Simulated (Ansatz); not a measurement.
Reaction (formal exchange of groups at the Si–C bond): `C=N[SiH](C)O` + SiH₄ → `C=N[SiH](O)[SiH3]` + CH₄

Computed with Ansatz on PBE0-D4/def2-TZVP structures; ΔE is electronic, products minus reactants. CCSD(T)/CBS is the MP2 limit (def2-TZVPP, def2-QZVPP) plus CCSD(T) − MP2 in def2-TZVPP, frozen cores. This one scheme is used for every species. Functionals use def2-TZVPP. HSE06 is defined as in plane-wave codes. Each species was taken in one conformer, which may not be the lowest.

CCSD(T)/CBS gives +10.3 kJ/mol.

(1) Another level gave +9.4 kJ/mol. Which?
A. HSE06/def2-TZVPP
B. PBE-D4/def2-TZVPP
C. RPA@PBE/def2-TZVPP
D. PBE-QIDH/def2-TZVPP

Largest T1 diagnostic among the species: 0.013.

Answers

(1) D. PBE-QIDH 9.4, PBE-D4 -4.2, HSE06 2.1, RPA@PBE/def2-TZVPP 13.6 kJ/mol.

From PBE to PBE0 (25 % exact exchange), in def2-TZVPP and without D4, ΔE moves by +5.2 kJ/mol. In def2-TZVPP, CCSD(T) changes the Hartree–Fock value by −7.5 kJ/mol (the triples alone add −1.5 kJ/mol) and MP2 by −3.2 kJ/mol. Leaving LDA and LC-ωPBE aside and taking each functional with its dispersion term where it has one, the values, not all of them listed here, spread over 19.9 kJ/mol, from PBE-D4 to ωB97M-V. LDA lies +4.9 kJ/mol from PBE without D4.

CCSD(T)/CBS has its own doubt, a few kJ/mol and more with outer-core shells, so smaller differences from it don't rank the levels.
